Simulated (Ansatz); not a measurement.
Computed with Ansatz on PBE0-D4/def2-TZVP structures; ΔE is electronic, products minus reactants. CBS: MP2 limit from def2 TZ/QZ plus the TZ coupled-cluster correction, frozen cores. DFT in def2-TZVPP. B3LYP here is the variant with VWN-RPA as its local correlation; programs differ in this. def2 core potentials past Kr. For Sn outer-core shells are correlated without core-valence functions, which leaves a few kJ/mol of doubt a bond. Each species was taken in one conformer, which may not be the lowest.

Reaction (formal exchange of groups at the Sn–C bond): `C#[C][SnH]([Cl])[Cl]` + `CNCN` → `[Cl][SnH2][Cl]` + `C#CN(C)CN`

| level | ΔE (kcal/mol) |
| --- | --- |
| ωB97X-V | 9.1 |
| ωB97M-V | 9.8 |
| B3LYP | 8.3 |
| CCSD/CBS(def2) | 13.0 |

(1) What does CCSD(T)/CBS give? (An estimate is asked.)

Largest T1 diagnostic among the species: 0.012.

## Answers

(1) Ansatz gave: +13.0 kcal/mol. The listed levels differ from it by -3.9, -3.2, -4.7, 0.0 kcal/mol.

From PBE to PBE0 (25 % exact exchange), in def2-TZVPP and without D4, ΔE moves by +0.7 kcal/mol. In def2-TZVPP, CCSD(T) changes the Hartree–Fock value by +1.5 kcal/mol (the triples alone add +0.0 kcal/mol) and MP2 by +1.5 kcal/mol.
